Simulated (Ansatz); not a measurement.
Reaction (SMILES): [SiH3]N[SiH2]O[SiH3] -> [SiH3]N[SiH]O[SiH3] + H atom (the H-Si bond at the site shown breaks; other sites are not compared here)
Geometries: B3LYP-D3(BJ)/def2-TZVP minima from Ansatz (an electronic-structure program), one conformer each, not searched for the lowest.
Geometry of the first species:
SMILES: [SiH3]N[SiH2]O[SiH3]
```xyz
14

Si    -0.0666     0.1478    -0.9932
N     -1.4849     0.6675    -0.1787
Si    -2.6356    -0.2945     0.6896
O      1.2075    -0.0172     0.0208
Si     2.8036    -0.1336     0.3476
H     -0.3411    -1.1708    -1.5974
H      0.2827     1.1633    -2.0112
H     -1.5911     1.6697    -0.0922
H     -4.0198    -0.0034     0.2440
H     -2.3065    -1.7098     0.4143
H     -2.5799    -0.0547     2.1528
H      3.0111     0.1214     1.7896
H      3.5634     0.8641    -0.4430
H      3.2963    -1.4897     0.0120
```
Charge 0, spin multiplicity 1.

Property: bond dissociation energy (electronic energy difference), in kcal/mol. Cores are frozen in the correlated levels unless marked. UHF or UKS for open shells. No spin-orbit coupling. No relativistic terms. CBS(X,Y): correlation extrapolated as X^-3; Hartree-Fock from the larger set.

CCSD(T)/CBS(cc-pV(T+d)Z,cc-pV(Q+d)Z) (Ansatz) gives 99.9 kcal/mol.

**Question.** Another calculation gave 98.7 kcal/mol. Which level was it?
(A) revPBE/def2-TZVPD (Ansatz)
(B) LC-wPBE/def2-TZVPD (Ansatz)
(C) BHLYP/def2-TZVPD (Ansatz)

**Answer.** C, BHLYP/def2-TZVPD (Ansatz). The others give 95.0 (LC-wPBE), 90.6 (revPBE) kcal/mol.
